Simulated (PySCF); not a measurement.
Simulation results for AlBFHO, AlBFO, BClH2OSi, BH3O2Si and others

Computed with PySCF 2.14.0. Calculation on a computer-drawn molecule: optimised geometry and harmonic frequencies of an isolated molecule of the commonest isotopes, restricted reference for singlets and unrestricted otherwise, frozen core in MP2.

Common to all runs: charge 0; basis cc-pV(D+d)Z.

(1) AlBFHO

Start structure:
```xyz
5
AlBFHO
O      1.9023     0.4765    -2.2328
B      0.8759     0.2182    -1.6962
Al    -0.9809    -0.2381    -0.7748
F     -0.9078    -0.5745     0.8372
H     -2.3563    -0.2712    -1.5102
```

```
multiplicity                                  : 1
method                                        : MP2
rotational constants                          : 21.82, 2.559, 2.291 GHz
total energy                                  : -442.1290 hartree
convergence status largest gradient component : 3.397e-05 hartree/bohr
```

Drawn bonds:
```tsv
atom	other atom	order
1	2	2
2	3	1
3	4	1
3	5	1
```

Optimised structure:
```xyz
5
AlBFHO
O      1.9213     0.4823    -2.2476
B      0.8636     0.2164    -1.6954
Al    -0.9776    -0.2372    -0.7765
F     -0.9184    -0.5803     0.8571
H     -2.3557    -0.2702    -1.5144
```

Modes:
```tsv
frequency (cm⁻¹)	reduced mass (dalton)
138.6	12.25
247.7	4.758
338.4	10.22
471.7	10.65
506	1.486
673.9	1.144
839.4	14.96
1900	12.35
2037	1.045
```

(2) AlBFO

Start structure:
```xyz
4
AlBFO
O     -0.6718    -0.9865    -1.0309
B     -1.4214    -0.3844    -0.3030
Al    -2.6467     0.8667     0.9551
F     -4.0271     0.2189     1.1733
```

```
multiplicity                                  : 2
method                                        : HF
rotational constants                          : 26.68, 2.59, 2.361 GHz
total energy                                  : -441.0134 hartree
spin squared                                  : 0.7577
convergence status largest gradient component : 1.144e-05 hartree/bohr
```

Drawn bonds:
```tsv
atom	other atom	order
1	2	2
2	3	1
3	4	1
```

Optimised structure:
```xyz
4
AlBFO
O     -0.6516    -0.9960    -1.0304
B     -1.3836    -0.3714    -0.3349
Al    -2.6121     0.8485     0.9358
F     -4.1196     0.2336     1.2241
```

Modes:
```tsv
frequency (cm⁻¹)	reduced mass (dalton)
141.9	18.06
277.6	12.05
352.3	12.67
465.1	17.49
850.1	21.74
2117	12.48
```

(3) AlBFO

Start structure:
```xyz
4
AlBFO
O     -0.6516    -0.9960    -1.0304
B     -1.3836    -0.3714    -0.3349
Al    -2.6121     0.8485     0.9358
F     -4.1196     0.2336     1.2241
```

```
multiplicity                                  : 2
method                                        : MP2
rotational constants                          : 26.97, 2.534, 2.317 GHz
total energy                                  : -441.4999 hartree
spin squared                                  : 0.7579
convergence status largest gradient component : 1.92e-05 hartree/bohr
```

Drawn bonds:
```tsv
atom	other atom	order
1	2	2
2	3	1
3	4	1
```

Optimised structure:
```xyz
4
AlBFO
O     -0.6269    -1.0048    -1.0465
B     -1.3856    -0.3666    -0.3311
Al    -2.6102     0.8415     0.9307
F     -4.1442     0.2446     1.2415
```

Modes:
```tsv
frequency (cm⁻¹)	reduced mass (dalton)
131.1	17.87
246.9	12.05
323.9	12.66
455.6	17.74
822.5	21.76
1892	12.45
```

(4) BClH2OSi

Start structure:
```xyz
6
BClH2OSi
O     -1.8493    -1.1783     2.1091
Si    -0.6401    -0.5100     1.4445
B     -0.2216    -0.8699    -0.4340
Cl     0.7455    -2.1580    -0.9496
H      0.2859     0.3300     2.1552
H     -0.6923    -0.1739    -1.3436
```

```
multiplicity                                  : 1
method                                        : HF
rotational constants                          : 27.9, 1.697, 1.599 GHz
total energy                                  : -849.1643 hartree
convergence status largest gradient component : 1.066e-05 hartree/bohr
```

Drawn bonds:
```tsv
atom	other atom	order
1	2	2
2	3	1
3	4	1
2	5	1
3	6	1
```

Optimised structure:
```xyz
6
BClH2OSi
O     -2.0531    -0.2422     2.0207
Si    -0.6888    -0.5411     1.4721
B     -0.3233    -0.9499    -0.4973
Cl     1.3287    -1.2791    -0.9842
H      0.5346    -0.5709     2.3023
H     -1.1700    -0.9769    -1.3319
```

Modes:
```tsv
frequency (cm⁻¹)	reduced mass (dalton)
26.46	4.944
153.9	6.817
281.4	15.91
544	1.227
660.7	6.427
777.2	1.554
870.2	2.46
915.4	1.251
1120	1.444
1322	14.22
2332	1.044
2800	1.094
```

(5) BClH2OSi

Start structure:
```xyz
6
BClH2OSi
O     -2.0531    -0.2422     2.0207
Si    -0.6888    -0.5411     1.4721
B     -0.3233    -0.9499    -0.4973
Cl     1.3287    -1.2791    -0.9842
H      0.5346    -0.5709     2.3023
H     -1.1700    -0.9769    -1.3319
```

```
multiplicity                                  : 1
method                                        : MP2
rotational constants                          : 27.81, 1.69, 1.593 GHz
total energy                                  : -849.6629 hartree
convergence status largest gradient component : 1.672e-05 hartree/bohr
```

Drawn bonds:
```tsv
atom	other atom	order
1	2	2
2	3	1
3	4	1
2	5	1
3	6	1
```

Optimised structure:
```xyz
6
BClH2OSi
O     -2.0851    -0.2318     2.0524
Si    -0.6861    -0.5434     1.4622
B     -0.3202    -0.9509    -0.5001
Cl     1.3289    -1.2755    -0.9638
H      0.5562    -0.5776     2.2821
H     -1.1655    -0.9809    -1.3511
```

Modes:
```tsv
frequency (cm⁻¹)	reduced mass (dalton)
49.83	5.449
141.1	6.888
263.7	16.04
503.9	1.223
643.6	6.135
741.9	1.523
852	1.234
889.3	2.254
1076	1.833
1146	6.102
2252	1.044
2721	1.095
```

(6) BH3O2Si

Start structure:
```xyz
7
BH3O2Si
O     -0.3011    -0.3536     1.3345
Si    -1.6608     0.2271     1.6255
B     -2.1505     1.8883     0.6159
O     -1.2900     2.3817    -0.2693
H     -2.5479    -0.3900     2.6020
H     -3.1603     2.4723     0.6738
H     -0.4408     1.9420    -0.3889
```

```
multiplicity                                  : 1
method                                        : HF
rotational constants                          : 13.7, 4.015, 3.105 GHz
total energy                                  : -465.1254 hartree
convergence status largest gradient component : 1.151e-05 hartree/bohr
```

Drawn bonds:
```tsv
atom	other atom	order
1	2	2
2	3	1
3	4	1
2	5	1
3	6	1
4	7	1
```

Optimised structure:
```xyz
7
BH3O2Si
O     -0.2656    -0.2822     1.2626
Si    -1.6376     0.2371     1.6080
B     -2.1905     1.9257     0.5852
O     -1.2493     2.3488    -0.2632
H     -2.5254    -0.4079     2.6022
H     -3.2157     2.5395     0.6654
H     -0.4673     1.8069    -0.2667
```

Modes:
```tsv
frequency (cm⁻¹)	reduced mass (dalton)
114.6	6.728
168.5	2.311
448.2	7.94
534	1.239
621	3.258
742	1.49
913.3	1.165
940.1	1.165
1086	1.125
1285	1.6
1298	4.603
1422	7.11
2323	1.045
2732	1.096
4065	1.067
```

(7) BH3O2Si

Start structure:
```xyz
7
BH3O2Si
O     -0.2656    -0.2822     1.2626
Si    -1.6376     0.2371     1.6080
B     -2.1905     1.9257     0.5852
O     -1.2493     2.3488    -0.2632
H     -2.5254    -0.4079     2.6022
H     -3.2157     2.5395     0.6654
H     -0.4673     1.8069    -0.2667
```

```
multiplicity                                  : 1
method                                        : MP2
rotational constants                          : 12.72, 4.256, 3.189 GHz
total energy                                  : -465.6784 hartree
convergence status largest gradient component : 2.364e-05 hartree/bohr
```

Drawn bonds:
```tsv
atom	other atom	order
1	2	2
2	3	1
3	4	1
2	5	1
3	6	1
4	7	1
```

Optimised structure:
```xyz
7
BH3O2Si
O     -0.2374    -0.1979     1.1814
Si    -1.6643     0.2622     1.6031
B     -2.2201     1.9407     0.5897
O     -1.2285     2.3203    -0.2525
H     -2.4915    -0.4485     2.6151
H     -3.2279     2.5980     0.6265
H     -0.4817     1.6930    -0.1697
```

Modes:
```tsv
frequency (cm⁻¹)	reduced mass (dalton)
115.1	6.699
195.6	2.475
423.9	8.136
495.7	1.216
613.2	3.098
719.7	1.55
853.6	1.19
953.6	1.098
1023	1.14
1114	15
1253	1.234
1346	8.219
2260	1.045
2692	1.098
3672	1.066
```

(8) H4O2Si2

Start structure:
```xyz
8
H4O2Si2
O      0.7359    -2.5842    -1.6047
Si    -0.0667    -1.8610    -0.4863
O     -1.3212    -1.0383    -0.7071
Si    -2.5446    -0.2215    -1.5618
H      0.1597    -1.9027     0.9815
H     -3.3038     0.3390    -0.4484
H     -1.8676     0.7452    -2.3650
H     -3.2700    -1.2760    -2.2835
```

```
multiplicity                                  : 1
method                                        : HF
rotational constants                          : 15.4, 2.271, 2.026 GHz
total energy                                  : -730.0179 hartree
convergence status largest gradient component : 5.615e-06 hartree/bohr
```

Drawn bonds:
```tsv
atom	other atom	order
1	2	2
2	3	1
3	4	1
2	5	1
4	6	1
4	7	1
4	8	1
```

Optimised structure:
```xyz
8
H4O2Si2
O      0.6556    -2.4701    -1.6431
Si    -0.0605    -1.8901    -0.4692
O     -1.3771    -0.9764    -0.5044
Si    -2.5114    -0.2564    -1.4982
H      0.3159    -2.0545     0.9316
H     -3.4544     0.4598    -0.6223
H     -1.8325     0.6874    -2.4035
H     -3.2139    -1.2993    -2.2662
```

Modes:
```tsv
frequency (cm⁻¹)	reduced mass (dalton)
49.59	1.148
86.32	6.378
145.5	3.194
423.7	8.969
612.3	6.242
663.9	1.422
786.7	1.202
788.1	1.22
945.4	1.173
1036	1.056
1039	1.053
1050	1.374
1131	3.438
1364	15.08
2352	1.05
2352	1.053
2358	1.02
2435	1.046
```

(9) AlH3O2Si

Start structure:
```xyz
7
AlH3O2Si
O     -3.9135     1.1271     1.3356
Si    -2.9014     1.5821     0.3275
O     -1.3829     1.3200     0.5831
Al     0.2815     0.9937     0.8257
H     -2.9769     2.2861    -0.8607
H      1.1040     2.0125     1.5558
H      0.8632    -0.2519     0.1947
```

```
multiplicity                                  : 1
method                                        : HF
rotational constants                          : 20.01, 2.079, 1.94 GHz
total energy                                  : -682.4323 hartree
convergence status largest gradient component : 4.278e-05 hartree/bohr
```

Drawn bonds:
```tsv
atom	other atom	order
1	2	2
2	3	1
3	4	1
2	5	1
4	6	1
4	7	1
```

Optimised structure:
```xyz
7
AlH3O2Si
O     -3.8088     1.0811     1.3648
Si    -2.8577     1.5930     0.3327
O     -1.2719     1.4326     0.3250
Al     0.3064     0.9897     0.8122
H     -3.2509     2.3406    -0.8614
H      1.0968     2.0133     1.6981
H      0.8601    -0.3807     0.2903
```

Modes:
```tsv
frequency (cm⁻¹)	reduced mass (dalton)
64.45	7.864
74.41	1.325
128.2	2.237
423.1	11.02
562.9	7.24
598.4	1.218
671.5	1.501
672.7	1.193
842.5	1.093
958.3	1.125
1127	11.68
1363	16.71
2042	1.022
2043	1.064
2417	1.045
```

(10) H4OSi2

Start structure:
```xyz
7
H4OSi2
O     -0.4195    -0.0869    -2.9039
Si    -0.5948    -0.9909    -1.7022
Si    -1.8397    -0.4444     0.2126
H      0.0004    -2.3465    -1.6298
H     -3.1217    -1.1891     0.1677
H     -2.1586     0.9756     0.3095
H     -1.1034    -0.8212     1.4470
```

```
multiplicity                                  : 1
method                                        : HF
rotational constants                          : 24.6, 3.269, 2.985 GHz
total energy                                  : -655.0435 hartree
convergence status largest gradient component : 5.66e-06 hartree/bohr
```

Drawn bonds:
```tsv
atom	other atom	order
1	2	2
2	3	1
2	4	1
3	5	1
3	6	1
3	7	1
```

Optimised structure:
```xyz
7
H4OSi2
O     -0.2556    -0.0139    -2.7809
Si    -0.6014    -0.9902    -1.6935
Si    -1.8623    -0.4400     0.2310
H     -0.1737    -2.4097    -1.7345
H     -3.0643    -1.3054     0.2617
H     -2.2444     0.9842     0.1909
H     -1.0356    -0.7283     1.4262
```

Modes:
```tsv
frequency (cm⁻¹)	reduced mass (dalton)
43.18	1.271
196	4.641
421.9	4.473
435.7	1.085
579.9	1.398
639.5	1.346
905.9	1.102
975.5	1.123
1015	1.036
1017	1.036
1310	16.49
2297	1.039
2313	1.051
2317	1.03
2351	1.044
```
